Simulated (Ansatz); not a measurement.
CH$_{3}$F$_{2}$NSi, SMILES `FC(F)=N[SiH3]` at its PBE0-D4/def2-TZVP geometry, where that method's forces vanish. Total charge 0; spin multiplicity 1.

```xyz
8

F     2.6624    0.2173    0.6071
C     1.4586    0.2833    0.0901
F     1.5436    1.0365   -0.9946
N     0.4690   -0.2661    0.5569
Si   -1.1819   -0.2981    0.0286
H    -1.5387   -1.7172   -0.2028
H    -2.0032    0.2589    1.1286
H    -1.4099    0.4854   -1.2138
```

Problem. What forces (eV/Å) does PBE-D4/def2-TZVPP give on these atoms in Ansatz? (An estimate is asked.)

Solution. Computed: 
```
F1   0.897 -0.069  0.418
C2  -0.002  0.007 -0.018
F3   0.055  0.578 -0.833
N4  -0.682 -0.500  0.505
Si5 -0.070  0.001 -0.026
H6  -0.050 -0.155 -0.023
H7  -0.100  0.055  0.119
H8  -0.048  0.084 -0.141
```
